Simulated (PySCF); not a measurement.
Input file for PySCF: U-HF/LANL2DZ on CH6Sn (SMILES [CH3][SnH3]), a point of a bond scan (R = 1.089 Å).

```python
from pyscf import gto, scf, dft, mp
from pyscf.data.elements import chemcore

mol = gto.M(
    atom='''
    Sn   -0.30086250    0.03245521   -0.00631286
    C     1.84448197   -0.19897144    0.03870193
    H    -0.97629390   -0.97575572   -1.21695910
    H    -0.71002577    1.66119746   -0.35003554
    H    -0.97129491   -0.39875451    1.51123112
    H     2.09940759   -1.23461343    0.25726891
    H     2.26881022    0.44304441    0.80881496
    H     2.26562981    0.07595007   -0.92688886
    ''',
    basis='lanl2dz',
    ecp={'Sn': 'lanl2dz'},
    charge=0, spin=0, verbose=3, max_memory=1800)
mf = scf.UHF(mol)
mf.conv_tol = 1e-8
mf.max_cycle = 100
mf.init_guess_breaksym = True
mf.kernel()
if not mf.converged:
    mf = mf.newton().run(mf.mo_coeff, mf.mo_occ)
for _ in range(4):
    mo, _, stable, _ = mf.stability(return_status=True)
    if stable:
        break
    mf.kernel(mf.make_rdm1(mo, mf.mo_occ))
```

The log:

```
converged SCF energy = -44.5540949299607  <S^2> = 3.4775383e-10  2S+1 = 1
<class 'pyscf.scf.uhf.UHF'> wavefunction is stable in the internal stability analysis
```

Self-consistency was reached.

Cost: about 0.5 core-seconds (a rough figure).
